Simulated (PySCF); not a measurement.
## `C[C@@H]1C[C@@H](F)C1=O`, C₅H₇FO

Geometry:
```
atom   x (Å)   y (Å)   z (Å)
  C1   1.735   0.051  -0.169
  C2   0.416   0.073   0.591
  C3  -0.623  -0.994   0.180
  C4  -1.496   0.097  -0.465
  F5  -2.802   0.142  -0.059
  C6  -0.553   1.150   0.129
  O7  -0.588   2.338   0.216
  H8   2.330  -0.806   0.138
  H9   2.297   0.959   0.035
 H10   1.559  -0.012  -1.241
 H11   0.615   0.125   1.664
 H12  -0.264  -1.759  -0.503
 H13  -1.123  -1.464   1.023
 H14  -1.503   0.100  -1.561
```

Method used: PySCF, GIAO B97-2/pcSseg-1 magnetisability, rotational g tensor and spin-rotation constants, non-relativistic, gas phase. Geometry: GFN2-xTB.

Question: What are the magnetisability and the molar susceptibility?

Answer: Isotropic -898 × 10⁻³⁰ J/T², or -54.0 × 10⁻⁶ cm³/mol; principal values -1037, -915, -741 × 10⁻³⁰ J/T², anisotropy 257 × 10⁻³⁰ J/T² (root of half the summed squared differences of the principal values). The susceptibility is in cgs units.

Question: Split it along the inertial axes a, b, c into diamagnetic and paramagnetic parts about the centre of mass, with the quadrupole moment.

Answer: 
| axis | χ (10⁻⁶ cm³/mol) | diamagnetic (10⁻⁶ cm³/mol) | paramagnetic (10⁻⁶ cm³/mol) | summed x² of all electrons (Å²) | quadrupole Θ (D Å) |
| --- | --- | --- | --- | --- | --- |
| a | -60.5 | -370.7 | 310.2 | 121.4 | -1.33 |
| b | -44.7 | -598.9 | 554.2 | 67.6 | -5.24 |
| c | -56.9 | -801.8 | 744.8 | 19.8 | +6.57 |

Anisotropies 2χaa − χbb − χcc = -19.4 and 2χbb − χaa − χcc = +28.0 × 10⁻⁶ cm³/mol. Θ is traceless in Buckingham's convention.

Question: And the rotational g tensor?

Answer: 
| axis | rotational constant (GHz) | g | nuclear part | electronic part |
| --- | --- | --- | --- | --- |
| a | 4.1632 | -0.0274 | 0.5794 | -0.6067 |
| b | 2.2955 | -0.0296 | 0.5681 | -0.5977 |
| c | 1.6279 | -0.0170 | 0.5526 | -0.5696 |

Asymmetric top; isotopes 12C, 19F, 1H, 16O; no vibrational averaging.
